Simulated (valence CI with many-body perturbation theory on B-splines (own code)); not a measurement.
## Tl49+: calculated level list

Computed by relativistic CI+MBPT: four valence electrons over a frozen Dirac-Fock core [Ar] 3d10, a basis of 11 s, 11 p, 10 d, 8 f, 5 g, 2 h functions for each j, with the one-electron correlation potential Σ1, the two-electron term Σ2, the three-electron term Σ3, Breit, model QED; selected CI, second order for the rest, scaled by the run's own slope (own B-spline code, finite nucleus).

No measured spectrum was set against this ion. As an estimate, large intervals hold to a few tenths of a per cent, small ones and those within an open d or f shell to about a per cent. Among the levels kept, up to 400 cm⁻¹ of a level comes from second order outside the variational space, and about a tenth of that is noise between levels of different J, which matters for small intervals.

Levels 1 to 45 of 180, with energies above the lowest level, (4s^2 4p1/2^2) J=0. "Leading %" is the weight of the configuration and term that name the level; weights of strongly mixed levels are sums over their largest components and can fall short. In the jj column 3d3/2^4 stands for four electrons in 3d with j = 3/2.

```csv
No.,Configuration,Term,J,E (eV),Leading %,g,Leading jj,Second component
1,4s2 4p2,3P,0,0.00,69,,4s^2 4p1/2^2 (100 %),30 % 4s2 4p2 1S
2,4s2 4p2,3P,1,151.15,99,1.495,4s^2 4p1/2 4p3/2 (99 %),
3,4s2 4p2,1D,2,156.04,64,1.171,4s^2 4p1/2 4p3/2 (99 %),35 % 4s2 4p2 3P
4,4s 4p3,3P°,2,265.82,46,1.543,4s 4p1/2^2 4p3/2 (98 %),29 % 4s 4p3 5S°
5,4s 4p3,3D°,1,282.51,34,1.084,4s 4p1/2^2 4p3/2 (94 %),26 % 4s 4p3 1P°
6,4s2 4p2,3P,2,310.91,64,1.317,4s^2 4p3/2^2 (99 %),35 % 4s2 4p2 1D
7,4s2 4p2,1S,0,321.44,68,,4s^2 4p3/2^2 (99 %),30 % 4s2 4p2 3P
8,4s2 4p 4d,3F°,2,329.14,74,0.758,4s^2 4p1/2 4d3/2 (99 %),20 % 4s2 4p 4d 1D°
9,4s2 4p 4d,3D°,1,350.40,50,0.850,4s^2 4p1/2 4d3/2 (94 %),27 % 4s2 4p 4d 1P°
10,4s2 4p 4d,3P°,2,371.94,43,1.308,4s^2 4p1/2 4d5/2 (93 %),32 % 4s2 4p 4d 3D°
11,4s2 4p 4d,3F°,3,373.15,51,1.119,4s^2 4p1/2 4d5/2 (96 %),24 % 4s2 4p 4d 1F°
12,4s 4p3,3D°,2,414.05,49,1.526,4s 4p1/2 4p3/2^2 (93 %),43 % 4s 4p3 5S°
13,4s 4p3,3D°,3,423.56,94,1.315,4s 4p1/2 4p3/2^2 (94 %),
14,4s 4p3,3P°,0,429.80,96,,4s 4p1/2 4p3/2^2 (96 %),
15,4s 4p3,3P°,1,438.09,45,1.290,4s 4p1/2 4p3/2^2 (94 %),20 % 4s 4p3 3D°
16,4s 4p3,1D°,2,440.28,70,1.086,4s 4p1/2 4p3/2^2 (91 %),15 % 4s 4p3 3D°
17,4s 4p3,3S°,1,441.97,37,1.355,4s 4p1/2 4p3/2^2 (97 %),23 % 4s 4p3 3D°
18,4s 4p2 4d,3D,1,445.17,43,0.437,4s 4p1/2^2 4d3/2 (98 %),40 % 4s 4p2 4d 5F
19,4s 4p2 4d,3D,2,449.33,29,1.143,4s 4p1/2^2 4d3/2 (96 %),20 % 4s 4p2 4d 5F
20,4s 4p2 4d,3D,3,485.69,33,1.352,4s 4p1/2^2 4d5/2 (96 %),21 % 4s 4p2 4d 5D
21,4s 4p2 4d,3F,2,494.50,27,1.032,4s 4p1/2^2 4d5/2 (93 %),22 % 4s 4p2 4d 1D
22,4s2 4p 4d,3D°,2,498.52,50,1.049,4s^2 4p3/2 4d3/2 (91 %),23 % 4s2 4p 4d 1D°
23,4s2 4p 4d,3P°,1,500.50,55,1.116,4s^2 4p3/2 4d3/2 (94 %),35 % 4s2 4p 4d 3D°
24,4s2 4p 4d,3P°,0,500.78,95,,4s^2 4p3/2 4d3/2 (95 %),
25,4s2 4p 4d,3F°,3,500.86,44,1.099,4s^2 4p3/2 4d3/2 (94 %),35 % 4s2 4p 4d 1F°
26,4s2 4p 4d,3F°,4,519.98,99,1.245,4s^2 4p3/2 4d5/2 (99 %),
27,4s2 4p 4d,3P°,2,524.60,43,1.253,4s^2 4p3/2 4d5/2 (93 %),38 % 4s2 4p 4d 1D°
28,4s2 4p 4d,3D°,3,540.44,58,1.193,4s^2 4p3/2 4d5/2 (94 %),40 % 4s2 4p 4d 1F°
29,4s2 4p 4d,1P°,1,543.61,63,1.076,4s^2 4p3/2 4d5/2 (96 %),23 % 4s2 4p 4d 3P°
30,4p4,3P,2,554.85,58,1.292,4p1/2^2 4p3/2^2 (86 %),28 % 4p4 1D
31,4p4,1S,0,563.25,56,,4p1/2^2 4p3/2^2 (87 %),32 % 4p4 3P
32,4s2 4p 4f,3G,3,565.15,67,0.822,4s^2 4p1/2 4f5/2 (92 %),18 % 4s2 4p 4f 1F
33,4s2 4p 4f,3F,2,572.04,45,0.872,4s^2 4p1/2 4f5/2 (92 %),28 % 4s2 4p 4f 1D
34,4s2 4p 4f,3D,3,578.94,47,1.197,4s^2 4p1/2 4f7/2 (89 %),27 % 4s2 4p 4f 3F
35,4s2 4p 4f,3G,4,579.10,40,1.086,4s^2 4p1/2 4f7/2 (90 %),26 % 4s2 4p 4f 1G
36,4s 4p2 4d,5D,0,586.37,84,,4s 4p1/2 4p3/2 4d3/2 (96 %),14 % 4s 4p2 4d 3P
37,4s 4p2 4d,5D,1,586.67,53,1.152,4s 4p1/2 4p3/2 4d3/2 (99 %),22 % 4s 4p2 4d 5F
38,4s 4p2 4d,5F,2,587.40,42,1.100,4s 4p1/2 4p3/2 4d3/2 (94 %),15 % 4s 4p2 4d 5D
39,4s 4p3,3P°,2,588.26,48,1.429,4s 4p3/2^3 (94 %),16 % 4s 4p3 3D°
40,4s 4p2 4d,5F,3,591.00,41,1.149,4s 4p1/2 4p3/2 4d3/2 (90 %),35 % 4s 4p2 4d 3F
41,4s 4p2 4d,3F,4,600.50,28,1.180,4s 4p1/2 4p3/2 4d3/2 (85 %),26 % 4s 4p2 4d 3G
42,4s 4p3,1P°,1,604.96,38,1.189,4s 4p3/2^3 (96 %),24 % 4s 4p3 3S°
43,4s 4p2 4d,3F,2,607.66,65,0.908,4s 4p1/2 4p3/2 4d3/2 (89 %),8 % 4s 4p2 4d 3P
44,4s 4p2 4d,3D,3,611.44,30,1.334,4s 4p1/2 4p3/2 4d3/2 (84 %),24 % 4s 4p2 4d 5P
45,4s 4p2 4d,3P,1,612.32,24,1.502,4s 4p1/2 4p3/2 4d3/2 (96 %),23 % 4s 4p2 4d 5P
```

The ionisation energy to 4s2 4p 2P°_1/2 of the next ion comes out as 2856.3 eV (NIST: 2854 ± 4 eV (theoretical)). All 180 levels together are meant to be complete up to 874.33 eV.
